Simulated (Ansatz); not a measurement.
A nudged elastic band was laid between two geometries of C₂H₁₀N₂Si₂ (16 atoms, charge 0, multiplicity 1).

All numbers below come from Ansatz, RKS B3LYP-D4/cc-pVDZ.

```json
{
  "movable images": "7",
  "climbing image": "yes",
  "spring": "5.0 eV/Å²",
  "optimiser": "quadratic models (default)",
  "start path": "through a guess of the saddle point",
  "force threshold": "0.03 eV/Å",
  "iteration limit": "60",
  "end points": "relaxed"
}
```

Initial state:

```xyz
16
Properties=species:S:1:pos:R:3
N -0.683 -1.279 -1.329
C -0.440 -0.331 -0.331
C 0.608 0.543 -0.321
Si 2.093 0.501 -1.426
N -1.417 -0.356 0.663
Si -1.306 0.445 2.231
H -0.901 -2.202 -0.954
H 0.063 -1.341 -2.017
H 0.557 1.357 0.410
H 3.369 0.607 -0.644
H 2.118 1.606 -2.443
H 2.126 -0.794 -2.191
H -2.311 -0.729 0.356
H -1.277 1.939 2.135
H -0.079 -0.014 2.946
H -2.543 0.027 2.957
```

Final state:

```xyz
16
Properties=species:S:1:pos:R:3
N -0.498 -1.519 -1.144
C -0.256 -0.568 -0.148
C 0.837 0.246 -0.093
Si 2.089 0.506 -1.432
N -1.262 -0.557 0.816
Si -1.490 0.683 2.052
H 0.173 -1.483 -1.908
H -1.450 -1.481 -1.505
H 0.993 0.790 0.845
H 3.420 -0.129 -1.148
H 2.347 1.964 -1.671
H 1.590 -0.091 -2.720
H -1.767 -1.436 0.896
H -1.630 2.019 1.403
H -0.372 0.745 3.046
H -2.748 0.288 2.755
```

Question: Which bonds break or form, and what moves?

Answer: No bond is made or broken. The dihedral H7–N1–C2–C3 goes from 133 to -7°. The two ends are copies of one structure, up to a mirror image or an exchange of like atoms.

Question: Give the energies along the band, and the barrier.

Answer: It converged. The highest image is number 4 of 0 to 8, 5.5 kcal/mol above the ends, which have the same energy within 2 meV. Beside the main top the profile has a ripple of under 15 meV (maxima at images 4, 6), which may be a very shallow well or noise. A vibrational analysis at the climbing image gives one clearly imaginary mode, 178i cm⁻¹: a first-order saddle point.

| image | path coordinate (Å) | energy (kcal/mol) | dihedral H7–N1–C2–C3 (°) |
| --- | --- | --- | --- |
| 0 | 0.00 | 0.0 | 133 |
| 1 | 1.07 | 1.1 | 143 |
| 2 | 2.15 | 2.3 | 175 |
| 3 | 3.22 | 3.5 | -164 |
| 4 | 4.30 | 5.5 | -122 |
| 5 | 5.79 | 2.7 | -50 |
| 6 | 7.28 | 2.9 | -26 |
| 7 | 8.77 | 0.6 | -6 |
| 8 | 10.26 | 0.0 | -7 |

Question: What is the geometry of the highest image?

Answer: 
```xyz
16
Properties=species:S:1:pos:R:3
N -0.445 -1.086 -1.467
C -0.284 -0.321 -0.264
C 0.826 0.440 -0.134
Si 2.106 0.481 -1.494
N -1.300 -0.425 0.689
Si -1.349 0.400 2.251
H -1.313 -0.826 -1.943
H -0.524 -2.083 -1.247
H 0.970 1.032 0.776
H 3.209 1.401 -1.058
H 1.570 1.009 -2.790
H 2.722 -0.859 -1.762
H -2.064 -1.039 0.430
H -1.338 1.884 2.075
H -0.181 0.011 3.099
H -2.627 -0.042 2.885
```

Time of the run: 9.4 min on 2 threads of Intel(R) Xeon(R) Platinum 8488C (Sapphire Rapids) (shared host), peak memory 0.5 GiB.
